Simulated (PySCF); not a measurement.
Isomers of C4H7FO2.

All values: PBE0/pcSseg-1 (PySCF) at GFN2-xTB geometries, gas phase, one conformer each.

(1) Rank by LUMO energy, highest first.
A. `[CH3:1][O:2][C@H:3]([CH3:4])[C:5](=[O:6])[F:7]` with C1–O2–C3–C4 -170°, O2–C3–C5–O6 8°
B. `[F:1][C@H:2]1[CH2:3][O:4][CH2:5][CH2:6][O:7]1` with F1–C2–C3–O4 73°, C2–C3–O4–C5 53°, C3–O4–C5–C6 -58°, O4–C5–C6–O7 59°
C. `[O:1]=[CH:2][CH2:3][C@@H:4]([F:5])[CH2:6][OH:7]` with O1–C2–C3–C4 0°, C2–C3–C4–F5 160°, C3–C4–C6–O7 -56°, C4–C6–O7–H -61°
D. `[CH3:1][O:2][CH2:3][CH2:4][C:5](=[O:6])[F:7]` with C1–O2–C3–C4 -173°, O2–C3–C4–C5 76°, C3–C4–C5–O6 15°

(2) Rank by dipole moment, highest first.
A. `[F:1][C@H:2]1[CH2:3][O:4][CH2:5][CH2:6][O:7]1` with F1–C2–C3–O4 73°, C2–C3–O4–C5 53°, C3–O4–C5–C6 -58°, O4–C5–C6–O7 59°
B. `[O:1]=[CH:2][CH2:3][C@@H:4]([F:5])[CH2:6][OH:7]` with O1–C2–C3–C4 0°, C2–C3–C4–F5 160°, C3–C4–C6–O7 -56°, C4–C6–O7–H -61°
C. `[CH3:1][O:2][C@H:3]([CH3:4])[C:5](=[O:6])[F:7]` with C1–O2–C3–C4 -170°, O2–C3–C5–O6 8°
D. `[CH3:1][O:2][CH2:3][CH2:4][C:5](=[O:6])[F:7]` with C1–O2–C3–C4 -173°, O2–C3–C4–C5 76°, C3–C4–C5–O6 15°

(3) Rank by HOMO–LUMO gap, lowest first.
A. `[F:1][C@H:2]1[CH2:3][O:4][CH2:5][CH2:6][O:7]1` with F1–C2–C3–O4 73°, C2–C3–O4–C5 53°, C3–O4–C5–C6 -58°, O4–C5–C6–O7 59°
B. `[CH3:1][O:2][C@H:3]([CH3:4])[C:5](=[O:6])[F:7]` with C1–O2–C3–C4 -170°, O2–C3–C5–O6 8°
C. `[O:1]=[CH:2][CH2:3][C@@H:4]([F:5])[CH2:6][OH:7]` with O1–C2–C3–C4 0°, C2–C3–C4–F5 160°, C3–C4–C6–O7 -56°, C4–C6–O7–H -61°

Results:

(1) B (1.48 eV), D (-0.30 eV), A (-0.58 eV), C (-0.86 eV).

(2) D (3.52 D), C (2.60 D), A (1.85 D), B (1.64 D).

(3) C (6.92 eV), B (7.47 eV), A (8.86 eV).

All values together:

| SMILES | μ (D) | HOMO (eV) | LUMO (eV) | lowest IAO charge (e) | highest IAO charge (e) | lowest Hirshfeld charge (e) | highest Hirshfeld charge (e) |
| --- | --- | --- | --- | --- | --- | --- | --- |
| CO[C@H](C)C(=O)F | 2.60 | -8.04 | -0.58 | -0.420 (C) | +0.593 (C) | -0.210 (O) | +0.236 (C) |
| COCCC(=O)F | 3.52 | -7.72 | -0.30 | -0.393 (O) | +0.622 (C) | -0.217 (O) | +0.246 (C) |
| O=CC[C@@H](F)CO | 1.64 | -7.78 | -0.86 | -0.546 (O) | +0.353 (H) | -0.222 (O) | +0.162 (H) |
| F[C@H]1COCCO1 | 1.85 | -7.38 | 1.48 | -0.389 (O) | +0.330 (C) | -0.148 (O) | +0.118 (C) |

Conformers: `[CH3:1][O:2][C@H:3]([CH3:4])[C:5](=[O:6])[F:7]` with C1–O2–C3–C4 -170°, O2–C3–C5–O6 8°; `[CH3:1][O:2][CH2:3][CH2:4][C:5](=[O:6])[F:7]` with C1–O2–C3–C4 -173°, O2–C3–C4–C5 76°, C3–C4–C5–O6 15°; `[O:1]=[CH:2][CH2:3][C@@H:4]([F:5])[CH2:6][OH:7]` with O1–C2–C3–C4 0°, C2–C3–C4–F5 160°, C3–C4–C6–O7 -56°, C4–C6–O7–H -61°; `[F:1][C@H:2]1[CH2:3][O:4][CH2:5][CH2:6][O:7]1` with F1–C2–C3–O4 73°, C2–C3–O4–C5 53°, C3–O4–C5–C6 -58°, O4–C5–C6–O7 59°.
